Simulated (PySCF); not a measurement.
**H₂GeO + F₂ → GeF₂ + H₂O**

Level: PBE0 in the def2-TZVP basis family, all electrons, no relativity, computed in PySCF with density fitting; open shells unrestricted.

```json
{"species": "H₂GeO", "state and structure": "singlet, C2v, Ge–H 1.542 Å (×2), Ge–O 1.632 Å; H–Ge–H 113.2°, H–Ge–O 123.4° (×2)", "E (Eh)": "-2153.06709", "ZPE (kJ/mol)": "43.7", "H(298 K) − H(0) (kJ/mol)": "11.0", "S° (J/(mol K))": "248.5"}
{"species": "F₂", "state and structure": "singlet, D∞h, F–F 1.376 Å", "E (Eh)": "-199.40856", "ZPE (kJ/mol)": "6.6", "H(298 K) − H(0) (kJ/mol)": "8.7", "S° (J/(mol K))": "201.9"}
{"species": "GeF₂", "state and structure": "singlet, C2v, Ge–F 1.745 Å (×2); F–Ge–F 97.1°", "E (Eh)": "-2276.40758", "ZPE (kJ/mol)": "9.7", "H(298 K) − H(0) (kJ/mol)": "11.8", "S° (J/(mol K))": "271.2"}
{"species": "H₂O", "state and structure": "singlet, C2v, O–H 0.960 Å (×2); H–O–H 105.1°", "E (Eh)": "-76.37736", "ZPE (kJ/mol)": "56.5", "H(298 K) − H(0) (kJ/mol)": "9.9", "S° (J/(mol K))": "188.7"}
```

(1) What is the electronic reaction energy?

(2) Add zero-point, thermal and entropy terms for 298.15 K and 1 bar.

## Answers

(1) At PBE0/def2-TZVP, ΔE = -812.0 kJ/mol from the differences of the total energies times 2625.5, downhill. 

(2) ΔZPE = 15.9 and Δ[H(298) − H(0)] = 2.0 kJ/mol give ΔH° = -794.1 kJ/mol. ΔS° = 9.5 J/(mol K), so ΔG° = -794.1 − 298.15 × (0.0095) = -797 kJ/mol.

Only the bonding shown was studied: isomers, or loss of a ligand pair, can lie lower.
